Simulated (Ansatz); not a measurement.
CH₂Cl₂, charge +1, doublet, geometry from GFN2-xTB (a state made from the parent by changing its charge; the spin is typed, not shown lowest). Base run: Ansatz (a program for electronic structure) with B3LYP/def2-SV(P).

Input for Ansatz:
Ansatz 0.2 input:
```yaml
crystal:
  periodic: [false, false, false]
  atoms:
    - {symbol: Cl, position_ang: [-1.48131343, 0.22251742, -0.01946418]}
    - {symbol: C, position_ang: [-0.00650185, -0.72482176, 0.05476107]}
    - {symbol: Cl, position_ang: [1.48507175, 0.19645772, -0.01218985]}
    - {symbol: H, position_ang: [-0.01401971, -1.32008177, 0.98798606]}
    - {symbol: H, position_ang: [-0.01086066, -1.45356506, -0.77843402]}
basis:
  gaussian:
    orbitals: def2-SV_P_.json
hamiltonian:
  xc: b3lyp
total_charge: 1
magnetization: {spin_polarized: true, initial_magnetization: 1}
```
The basis file holds def2-SV(P) in the JSON format of the Basis Set Exchange.

The bond that is stretched is that between atoms 4 and 2. A test that says stable can miss a lower solution.

The base run was repeated with changes; each row names its change, and settings that it needs were set with it.

```json
[
 {"change": "base", "ΔE vs base (mEh)": "0.000", "<S^2>": "0.752", "stability test says": "minimum"},
 {"change": "spin_polarized = on; lower_state_search = off", "ΔE vs base (mEh)": "0.000", "<S^2>": "0.752", "stability test says": "undecided (no full test)"},
 {"change": "spin_polarized = on; lower_state_search = standard", "ΔE vs base (mEh)": "0.000", "<S^2>": "0.752", "stability test says": "minimum"},
 {"change": "bond × 1.25", "ΔE vs base (mEh)": "21.703", "<S^2>": "0.754", "stability test says": "minimum"},
 {"change": "spin_polarized = on; lower_state_search = off; bond × 1.25", "ΔE vs base (mEh)": "21.703", "<S^2>": "0.754", "stability test says": "undecided (no full test)"},
 {"change": "spin_polarized = on; lower_state_search = standard; bond × 1.25", "ΔE vs base (mEh)": "21.703", "<S^2>": "0.754", "stability test says": "minimum"},
 {"change": "bond × 1.5", "ΔE vs base (mEh)": "55.207", "<S^2>": "0.764", "stability test says": "minimum"},
 {"change": "spin_polarized = on; lower_state_search = off; bond × 1.5", "ΔE vs base (mEh)": "55.207", "<S^2>": "0.764", "stability test says": "undecided (no full test)"},
 {"change": "spin_polarized = on; lower_state_search = standard; bond × 1.5", "ΔE vs base (mEh)": "55.207", "<S^2>": "0.764", "stability test says": "minimum"},
 {"change": "bond × 1.8", "ΔE vs base (mEh)": "80.471", "<S^2>": "0.769", "stability test says": "minimum"},
 {"change": "spin_polarized = on; lower_state_search = off; bond × 1.8", "ΔE vs base (mEh)": "80.471", "<S^2>": "0.769", "stability test says": "undecided (no full test)"},
 {"change": "spin_polarized = on; lower_state_search = standard; bond × 1.8", "ΔE vs base (mEh)": "80.471", "<S^2>": "0.769", "stability test says": "minimum"},
 {"change": "bond × 2.2", "ΔE vs base (mEh)": "94.518", "<S^2>": "0.755", "stability test says": "minimum"},
 {"change": "spin_polarized = on; lower_state_search = off; bond × 2.2", "ΔE vs base (mEh)": "94.518", "<S^2>": "0.755", "stability test says": "undecided (no full test)"},
 {"change": "spin_polarized = on; lower_state_search = standard; bond × 2.2", "ΔE vs base (mEh)": "94.518", "<S^2>": "0.755", "stability test says": "minimum"},
 {"change": "bond × 3.0", "ΔE vs base (mEh)": "104.1", "<S^2>": "0.750", "stability test says": "minimum"},
 {"change": "spin_polarized = on; lower_state_search = off; bond × 3.0", "ΔE vs base (mEh)": "104.1", "<S^2>": "0.750", "stability test says": "undecided (no full test)"},
 {"change": "spin_polarized = on; lower_state_search = standard; bond × 3.0", "ΔE vs base (mEh)": "104.1", "<S^2>": "0.750", "stability test says": "minimum"}
]
```

On stretching, the SCF can end on different states; <S^2> shows the spin contamination of each.
